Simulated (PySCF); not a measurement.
## Relaxation of singlet TcNCl4

These are results of PySCF, B3LYP, basis Tc def2-SVP with ECP28, N def2-SVP, Cl def2-SVP (scalar-relativistic core potentials, no spin–orbit coupling, density fitting), not measurements. A (50,194) grid was used.

A hand-made square pyramidal (ligand arrangement 2) start, of C4v symmetry, held to at least that symmetry:

```xyz
6
charge 0 multiplicity 1, angstrom
Tc    0.0000    0.0000    0.1615
N     0.0000    0.0000    1.9615
Cl    2.2204    0.0000   -0.3105
Cl    0.0000    2.2204   -0.3105
Cl   -2.2204    0.0000   -0.3105
Cl    0.0000   -2.2204   -0.3105
```

**Question.** What forces act on the atoms at the start (eV/Å)?

**Answer.** 
| atom | Fx | Fy | Fz |
| --- | --- | --- | --- |
| Tc1 | 0.00 | 0.00 | 7.99 |
| N2 | 0.00 | 0.00 | -7.41 |
| Cl3 | 0.57 | 0.00 | -0.14 |
| Cl4 | 0.00 | 0.57 | -0.14 |
| Cl5 | -0.57 | 0.00 | -0.14 |
| Cl6 | 0.00 | -0.57 | -0.14 |

**Question.** What does it relax to?

**Answer.** It ends at C4v with Tc–Cl 2.316 Å (×4), Tc–N 1.599 Å; Cl–Tc–Cl 87.5° (×4), Cl–Tc–Cl 156.0° (×2), Cl–Tc–N 102.0° (×4). A frequency run shows a minimum.

**Question.** How much energy is released, and in how many steps?

**Answer.** 91.0 kJ/mol in 5 steps.
